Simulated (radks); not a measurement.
The numbers below are computed, except where a source is named.
Ta-, configuration [Xe] 4f14 5d4 6s2. Level of theory: scalar-relativistic Kohn-Sham, LDA (Slater exchange, VWN5 correlation), spin-unpolarised, spherical densities, finite nucleus; Fermi nuclear charge, rms radius 5.3507 fm; hard spherical wall at 1.5 bohr (a radial shooting solver on a logarithmic mesh with Libxc functionals).

Normalised radial functions P(r) = r R(r), r in bohr:

r,5f,6p
0.002057,0.0000,0.0107
0.002972,0.0000,0.0198
0.004294,0.0000,0.0362
0.006204,0.0000,0.0654
0.008893,0.0001,0.1138
0.01285,0.0002,0.1923
0.01856,0.0008,0.3034
0.02682,0.0028,0.4283
0.03844,0.0095,0.4984
0.05555,0.0308,0.3895
0.08026,0.0906,-0.0109
0.116,0.2330,-0.5478
0.1662,0.4946,-0.6339
0.2401,0.8487,0.1733
0.347,1.0573,0.9623
0.5013,0.7516,0.0764
0.7185,-0.2017,-1.2445
1.038,-1.2462,0.5089
1.5,0.0000,0.0000

5f (empty): eigenvalue 309.70 eV, 1 radial node at r = 0.675 bohr, <r> = 0.858 bohr, 90 % of the charge inside 1.26 bohr. 6p (empty): eigenvalue 490.36 eV, 4 radial nodes at r = 0.0797, 0.226, 0.510, 0.972 bohr, <r> = 0.889 bohr, 90 % of the charge inside 1.32 bohr.
